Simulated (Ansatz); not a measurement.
`S[CH2][Al]([SH])[Cl]`, relaxed with RKS PBE0-D4/def2-TZVP in Ansatz 0.2.0 from a PBE-D4/def2-SVP geometry. The force threshold is 0.005 eV/Å; the program also tests the step.

Total charge 0; spin multiplicity 1.

Start:

```xyz
9

S    -1.189    1.407   -0.549
C    -0.601    0.603    1.052
Al    0.496   -0.543   -0.074
S    -0.114   -2.596   -0.562
Cl    2.360    0.208   -0.784
H    -0.056    2.135   -0.776
H    -0.218    1.364    1.755
H    -1.507    0.128    1.478
H     0.829   -2.707   -1.540
```

```tsv
step	energy (eV)	largest force (eV/Å)	largest move (Å)
1	-41881.9123	0.681	0.000
2	-41881.9497	0.302	0.031
3	-41881.9564	0.051	0.024
4	-41881.9568	0.018	0.014
5	-41881.9570	0.021	0.008
6	-41881.9570	0.015	0.004
7	-41881.9571	0.008	0.005
8	-41881.9571	0.007	0.002
9 (rejected)	-41881.9571	0.008	0.004
10	-41881.9571	0.001	0.002
```

End:

```xyz
9

S    -1.165    1.363   -0.543
C    -0.589    0.597    1.050
Al    0.485   -0.516   -0.104
S    -0.141   -2.546   -0.586
Cl    2.355    0.185   -0.774
H    -0.085    2.136   -0.752
H    -0.222    1.359    1.732
H    -1.476    0.122    1.468
H     0.839   -2.700   -1.492
```

Run time 38 s (4 threads of an Intel Xeon Platinum 8375C on a shared host); peak host memory 0.66 GiB.
